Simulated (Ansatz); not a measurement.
Two isomers of BGeH9Si2: A = `[BH2][GeH2][SiH2][SiH3]`, B = `[SiH3][SiH2][BH][GeH3]`.

Isolated molecules relaxed with PBE0-D4/def2-TZVP in Ansatz; ΔE leaves out vibrations. CBS: MP2 limit from def2 TZ/QZ plus the TZ coupled-cluster correction, frozen cores. DFT in def2-TZVPP. B3LYP here is the variant with VWN-RPA as its local correlation; programs differ in this. For Ge outer-core shells are correlated without core-valence functions, which leaves a few kJ/mol of doubt a bond. Scalar relativity is left out up to krypton. One conformer a species, not always the lowest.

A:

```xyz
13

B    -1.242   -1.599    1.211
Ge   -1.742   -0.018    0.024
Si    0.227    1.351   -0.036
Si    2.032    0.105   -0.840
H    -1.411   -1.554    2.392
H    -0.693   -2.552    0.746
H    -2.900    0.848    0.555
H    -2.047   -0.401   -1.436
H     0.531    1.843    1.336
H    -0.020    2.532   -0.909
H     1.714   -0.432   -2.191
H     2.279   -1.043    0.076
H     3.273    0.920   -0.928
```

B:

```xyz
13

Si   -2.027    0.744    0.432
Si   -0.855   -1.236   -0.097
B     0.929   -0.712    0.569
Ge    2.225    0.395   -0.582
H    -2.025    0.974    1.901
H    -1.387    1.909   -0.234
H    -3.435    0.635   -0.036
H    -0.945   -1.406   -1.573
H    -1.536   -2.374    0.580
H     1.238   -0.928    1.704
H     1.616    0.872   -1.913
H     3.436   -0.500   -0.920
H     2.766    1.627    0.168
```

(1) Which is lower in electronic energy at CCSD(T)/CBS, and by how much? (An estimate is asked.)

(2) Give E(B) − E(A) in kcal/mol with HF/def2-TZVPP, r2SCAN-D4, B3LYP, B3LYP-D4, CCSD/def2-TZVPP, MP2/def2-TZVPP, PBE0-D4. (Estimate.)

Largest T1 diagnostic: 0.014.

Answers

(1) Computed: A, by 7.3 kcal/mol.

(2) The calculation gave: HF/def2-TZVPP 8.1, r2SCAN-D4 6.2, B3LYP 6.9, B3LYP-D4 6.8, CCSD/def2-TZVPP 7.2, MP2/def2-TZVPP 8.1, PBE0-D4 6.6. None reverses the order clearly.

From PBE to PBE0 (25 % exact exchange), in def2-TZVPP and without D4, E(B) − E(A) moves by +0.7 kcal/mol.
